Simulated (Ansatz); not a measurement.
**Question.** Predict a relaxed structure of BMe2(dmap) (C7H18BNO), charge 0, singlet, at PBE-D4/def2-SVP (Ansatz).

**Answer.** 
```csv
atom,x (Å),y (Å),z (Å)
B1,-0.245,-0.154,-0.999
C2,-0.376,1.393,-1.486
H3,-0.547,2.150,-0.689
H4,-1.269,1.444,-2.145
H5,0.480,1.747,-2.101
C6,0.214,-1.153,-2.179
H7,0.184,-2.227,-1.899
H8,1.226,-0.927,-2.580
H9,-0.483,-1.034,-3.037
O10,-1.390,-0.675,-0.239
C11,-1.398,-0.273,1.107
C12,-2.515,0.720,1.430
C13,0.010,0.309,1.415
N14,0.901,-0.200,0.335
C15,2.102,0.636,0.149
C16,1.294,-1.602,0.609
H17,-1.558,-1.179,1.745
H18,-3.496,0.272,1.179
H19,-2.523,0.990,2.507
H20,-2.400,1.647,0.832
H21,0.003,1.413,1.348
H22,0.399,0.024,2.416
H23,2.762,0.590,1.041
H24,1.799,1.682,-0.034
H25,2.659,0.270,-0.735
H26,0.384,-2.227,0.646
H27,1.939,-1.968,-0.209
H28,1.844,-1.669,1.572
```
 This is one stationary point.
